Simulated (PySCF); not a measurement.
A structure optimised at B3LYP-D3(BJ)/def2-TZVP, used in a PySCF frequency run:

```
Si
H 1 1.4725
H 1 1.4732 2 112.33
Cl 1 2.0661 2 108.53 3 -117.45
S 1 2.1316 2 105.43 3 121.37
H 5 1.3448 1 94.78 2 -171.92
```

Write its SMILES and formula.

S[SiH2]Cl, ClH₃SSi

What are its rotational constants (standard atomic weights)?

13.571, 2.3686, 2.0923 GHz
